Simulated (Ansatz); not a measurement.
Reaction (redistribution): `[SiH3][SiH2][GeH2][SiH2][SiH3]` + `[F][GeH2][SiH2][SiH3]` → `[SiH3][SiH2][GeH2][GeH2][SiH2][SiH3]` + `F[SiH2][SiH3]`

Gas-phase electronic energies from Ansatz, PBE0-D4/def2-TZVP geometries. CCSD(T)/CBS adds triple-zeta CCSD(T) − MP2 to the extrapolated MP2 energy (def2 sets, frozen cores). For Ge outer-core shells are correlated without core-valence functions, which leaves a few kJ/mol of doubt a bond. Scalar relativity is left out up to krypton. Each species was taken in one conformer, which may not be the lowest.

`[SiH3][SiH2][GeH2][SiH2][SiH3]`:

Z-matrix (Å, degrees):
```
Si
Si 1 2.337
H 1 1.488 2 109.4
H 1 1.488 2 109.8 3 118.9
H 1 1.488 2 111.6 3 -120.4
Ge 2 2.382 1 109.3 3 -59.8
H 2 1.490 1 110.4 3 178.2
H 2 1.490 1 109.5 3 59.1
Si 6 2.382 2 109.0 1 50.1
H 6 1.540 2 109.7 1 -70.6
H 6 1.540 2 110.2 1 170.7
Si 9 2.337 6 109.4 2 50.3
H 9 1.490 6 108.6 2 -69.1
H 9 1.490 6 110.7 2 172.1
H 12 1.488 9 109.4 6 -59.3
H 12 1.488 9 111.6 6 -179.7
H 12 1.488 9 109.8 6 59.6
```

`[F][GeH2][SiH2][SiH3]`:

Cartesian coordinates in Å:
```
F -1.906 -1.563 -0.538
Ge -1.045 -1.327 0.972
Si 0.114 0.743 0.727
Si 1.034 0.839 -1.420
H -2.128 -1.367 2.065
H -0.113 -2.546 1.099
H 1.177 0.794 1.770
H -0.834 1.865 0.960
H 1.880 2.053 -1.565
H 1.876 -0.366 -1.644
H -0.055 0.874 -2.427
```

`[SiH3][SiH2][GeH2][GeH2][SiH2][SiH3]`:

```xyz
20

Si   -1.271    2.200   -0.951
Si   -2.477    0.391   -0.088
Ge   -1.277   -0.782    1.604
Ge    0.338   -2.314    0.634
Si    1.670   -1.177   -0.976
Si    2.611    0.717    0.020
H    -2.109    2.961   -1.917
H    -0.866    3.110    0.153
H    -0.047    1.733   -1.655
H    -3.755    0.907    0.480
H    -2.815   -0.556   -1.187
H    -0.541    0.224    2.508
H    -2.262   -1.572    2.489
H     1.233   -2.888    1.750
H    -0.418   -3.487   -0.019
H     2.743   -2.068   -1.500
H     0.795   -0.783   -2.114
H     3.652    0.292    0.995
H     3.232    1.621   -0.985
H     1.563    1.472    0.758
```

`F[SiH2][SiH3]`:

Cartesian coordinates in Å:
```
F -0.470 -2.067 -0.805
Si -0.010 -1.092 0.386
Si 0.019 1.125 -0.370
H -0.968 -1.266 1.509
H 1.339 -1.528 0.832
H 0.980 1.286 -1.492
H 0.444 1.996 0.760
H -1.334 1.545 -0.820
```

| level | ΔE (kJ/mol) |
| --- | --- |
| MP2/def2-TZVPP | -91.0 |
| CCSD/def2-TZVPP | -86.0 |
| CCSD(T)/def2-TZVPP | -85.6 |
| HF/CBS(def2) | -79.4 |

Task: What does CCSD(T)/CBS give? (Best estimate.)

Result: The calculation gave: -89.4 kJ/mol. The listed levels differ from it by -1.6, 3.4, 3.8, 10.0 kJ/mol.

Largest T1 diagnostic among the species: 0.013.

From PBE to PBE0 (25 % exact exchange), in def2-TZVPP and without D4, ΔE moves by −5.0 kJ/mol. In def2-TZVPP, CCSD(T) changes the Hartree–Fock value by −6.1 kJ/mol (the triples alone add +0.4 kJ/mol) and MP2 by −11.4 kJ/mol. The D4 term adds −6.6 kJ/mol with B3LYP and −4.2 kJ/mol with PBE0; it sums over pairs of atoms, weighted by their polarisabilities, and B3LYP, whose exchange is more repulsive, gets the larger term.

B3LYP here is the variant with VWN-RPA as its local correlation; programs differ in this.
